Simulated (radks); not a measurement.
The numbers below are computed, except where a source is named.
Species: the promethium ion Pm9+. Configuration: [Kr] 4d10 4f3 5s2 5p1 (the NIST ground configuration).

Level of theory: scalar-relativistic Kohn-Sham, PBE, spin-unpolarised, spherical densities, finite nucleus; Fermi nuclear charge, rms radius 4.962 fm (a radial shooting solver on a logarithmic mesh with Libxc functionals).

Energy parts (Ry):
| part | energy |
|---|---|
| total | -19997.2983 |
| kinetic | 21330.0418 |
| electron-nucleus | -48077.4243 |
| Hartree | 7197.5750 |
| exchange-correlation | -447.4907 |

Orbitals (lengths in bohr, moments of r in powers of bohr):
orbital,occ.,eigenvalue (Ry),<r>,<r^2>
1s,2,-3319.377,0.02318,0.0007317
2s,2,-548.5470,0.09896,0.01156
2p,6,-491.0336,0.08710,0.009261
3s,2,-127.8830,0.2605,0.07750
3p,6,-109.8183,0.2587,0.07756
3d,10,-85.05153,0.2361,0.06561
4s,2,-33.65106,0.5895,0.3918
4p,6,-27.68048,0.6222,0.4395
4d,10,-19.22193,0.6735,0.5237
5s,2,-11.92948,1.277,1.814
5p,1,-10.12273,1.395,2.171
4f,3,-9.99589,0.7976,0.7659

The highest occupied level is 4f at -136.00 eV. Summed over all electrons, <r^2> = 18.11 bohr^2, which gives a Langevin (diamagnetic) susceptibility term of -14.3 x 10^-6 cm^3/mol. For comparison, the ionisation energy in NIST's Atomic Spectra Database is 155 eV (theoretical). In exact Kohn-Sham theory the highest level is minus the ionisation energy, but local and semilocal functionals leave it too shallow, through self-interaction and a potential that decays too fast; potentials with the right tail come closer.

Beside tabulated values, note that spin-unpolarised runs miss the spin-polarisation part of the exchange energy of open shells.
